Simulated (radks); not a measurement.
Question: The mean radii <r> (bohr) of the occupied orbitals of an atom or ion are listed with their occupations. Method: scalar-relativistic Kohn-Sham, LDA (Slater exchange, VWN5 correlation), spin-polarised, spherical densities, finite nucleus; Fermi nuclear charge, rms radius of each element as measured or else 0.836 A^(1/3) + 0.57 fm; computed with a radial shooting solver on a logarithmic mesh with Libxc functionals.

orbital  occ.      <r>
1s          2  0.03711
2s          2   0.1627
2p          6   0.1417
3s          2   0.4552
3p          6   0.4567
3d         10   0.4405

Name the element and its charge. Open shells, if any, are filled with parallel spins first.

Answer: Z = 40, zirconium, charge +12: Zr12+ in [Ar] 3d10. The 1s radius gives Z: for a bare nucleus <r> = (2 gamma + 1)/(2Z) with gamma = sqrt(1 - (Z/c)^2), 0.03641 bohr for Z = 40, and screening makes it slightly larger (0.03711 here). The occupations add up to 28, and the charge is Z minus that.
